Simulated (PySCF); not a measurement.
F2H5NOSi2, SMILES N[SiH2]O[SiH](F)F.

The structure is a stationary point at r2SCAN-D4/def2-SVP. This is a generated structure with no PubChem entry under its InChIKey; it may be hypothetical. The values are those of a single conformer.

Two levels are set side by side: TDDFT-PBE/def2-SVPD (PySCF) and TDDFT-PBE0/def2-SVPD (PySCF). Vertical, same geometry. The lowest singlet is HOMO→LUMO 97 % with PBE and HOMO→LUMO 94 % with the other functional; states are paired by order. Differences are taken from unrounded values.

```csv
quantity,TDDFT-PBE0
lowest singlet excitation (eV),6.90
lowest triplet excitation (TDA) (eV),6.50
```

Task: What does TDDFT-PBE give, and how far is it from TDDFT-PBE0? (Estimate from the structure and the level; the computed values follow.)

Result: 
| quantity | TDDFT-PBE | TDDFT-PBE minus TDDFT-PBE0 |
|---|---|---|
| lowest singlet excitation (eV) | 6.21 | -0.69 |
| lowest triplet excitation (TDA) (eV) | 5.89 | -0.60 |

Functionals without exact exchange tend to place singlet excitations lower, as here. Differences between two approximate levels are no errors against the true value.

Rough cost on one machine, each run with all the roots and properties that it gave: TDDFT-PBE0 against TDDFT-PBE about 4 times.
